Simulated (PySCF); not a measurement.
Species: Ge(iPr)H3, C₃H₁₀Ge.
Structure used (PBE0-D3(BJ)/def2-SVP), in Å, numbered top down from 1:
```xyz
14
C3H10Ge angstrom
Ge     0.176    0.350   -1.682
C      0.176    0.324    0.289
C      0.980   -0.860    0.816
C     -1.247    0.341    0.836
H      0.683    1.258    0.591
H      2.019   -0.852    0.451
H      0.528   -1.819    0.512
H      1.014   -0.853    1.919
H     -1.245    0.369    1.939
H     -1.818    1.214    0.483
H     -1.802   -0.563    0.535
H      1.621    0.368   -2.221
H     -0.572    1.592   -2.212
H     -0.534   -0.913   -2.214
```

The calculation used PySCF, TDDFT CAM-B3LYP/def2-SVPD, vertical, gas phase, core orbitals frozen in the response. The CAM-B3LYP/def2-SVPD calculation is non-relativistic and has no spin–orbit coupling, an omission that weighs most on germanium.

Ground-to-excited transition dipoles (e·a0, same axes as the geometry; the sign carries no meaning), for the states with f of 0.002 or more among the lowest 8:

```csv
state,E (eV),μx,μy,μz
S1,7.386,0.035,0.065,-0.134
S2,8.190,0.043,0.086,-0.506
S3,8.268,0.007,-0.005,1.232
S5,8.626,0.165,0.604,-0.076
S6,8.648,-0.687,0.238,0.017
S7,8.813,0.197,0.382,-0.794
S8,8.834,-0.183,0.123,0.045
```

(1) What oscillator strength does each state have?

(2) Which bond between heavy atoms lies closest to the direction of the S3 transition dipole?

(3) What angle do the transition dipoles of S3 and S8 make?

(4) How is the summed strength of these states shared among x, y and z?

(5) What peak molar absorption coefficient would the strongest computed level give as a lone Gaussian band 0.5 eV wide at half height?

Answers

(1) f = (2/3) ΔE |μ|² with ΔE in hartree (27.2114 eV).

```tsv
state	|μ|² (au)	|μ| (D)	f
S1	0.023	0.39	0.004
S2	0.265	1.31	0.053
S3	1.518	3.13	0.308
S5	0.397	1.60	0.084
S6	0.529	1.85	0.112
S7	0.816	2.30	0.176
S8	0.051	0.57	0.011
```

(2) Ge1–C2, at 1° from it; next C2–C4 and C2–C3 at 69°.

(3) |cos θ| = |μa·μb| / (|μa| |μb|) = 0.19, so θ ≈ 79° (taken between 0 and 90°, since the signs are arbitrary).

(4) (2/3) Σ ΔE μα² gives 0.122 for x, 0.126 for y and 0.500 for z, 0.748 in all.

(5) ε(max) = 2.175×10⁸ f / FWHM, with the width in cm⁻¹. S3: 2.175×10⁸ × 0.3076 / 4033 ≈ 17000 L mol⁻¹ cm⁻¹.

Without π bonds the low states may be Rydberg-like; a valence basis with one diffuse set may place them up to an eV too high.
